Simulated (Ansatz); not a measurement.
Geometry optimisation, RKS PBE/def2-SVP in Ansatz.

Input file:

```yaml
crystal:
  periodic: [false, false, false]
  atoms:
    - { symbol: F, position_ang: [0.2055, -0.9914, 1.6554] }
    - { symbol: C, position_ang: [0.6007, -0.4845, 0.4212] }
    - { symbol: F, position_ang: [1.0357, -1.5402, -0.3464] }
    - { symbol: Al, position_ang: [-0.8209, 0.4209, -0.5417] }
    - { symbol: H, position_ang: [1.4279, 0.2395, 0.5639] }
    - { symbol: H, position_ang: [-1.7487, 1.5042, 0.2722] }
    - { symbol: H, position_ang: [-0.639, 0.7834, -2.0703] }
basis:
  gaussian: { orbitals: def2-SVP }
hamiltonian:
  xc: pbe
relax:
  f_tol: 0.02
  max_steps: 40
scf:
  lower_state_search: "off"
```

Launched with:

```bash
$ ansatz run input.yaml --threads 1 --pin off --max-ram 2048MiB --backend cpu --events-out ev --progress --plain --runs-dir out
```

Q: Where does it end, and by what steps?

A: It converged. After 21 steps the energy has fallen by 0.424 eV; H6 moved furthest, 1.04 Å. Joined: F3–Al4.

```
step  energy less start (eV)  largest force component (eV/Å)  accepted
   0                  0.0000                           1.791       yes
   1                 -0.2151                           0.595       yes
   2                 -0.2471                           0.282       yes
   3                 -0.2594                           0.179       yes
   4                 -0.2627                           0.067       yes
   5                 -0.2637                           0.056       yes
   6                 -0.2643                           0.252       yes
   7                 -0.2704                           0.170       yes
   8                 -0.2843                           0.107       yes
   9                 -0.2811                           0.312        no
  10                 -0.2923                           0.084       yes
  11                 -0.3012                           0.141       yes
  12                 -0.3066                           0.411       yes
  13                 -0.3184                           0.263       yes
  14                 -0.3235                           0.332       yes
  15                 -0.3848                           0.253       yes
  16                 -0.3989                           0.695       yes
  17                 -0.1484                           1.658        no
  18                 -0.4209                           0.152       yes
  19                 -0.4222                           0.287       yes
  20                 -0.4236                           0.100       yes
  21                 -0.4239                           0.009       yes
```

```xyz
7
Properties=species:S:1:pos:R:3
F 0.565 -0.551 1.854
C 0.760 -0.152 0.596
F 0.066 -1.265 -0.332
Al -0.708 0.519 -0.572
H 1.829 -0.297 0.328
H -2.163 0.571 0.074
H -0.289 1.108 -1.993
```

The run took 52 s on 1 thread of Arm Neoverse N1, with other jobs on the host, peak memory 0.12 GiB.
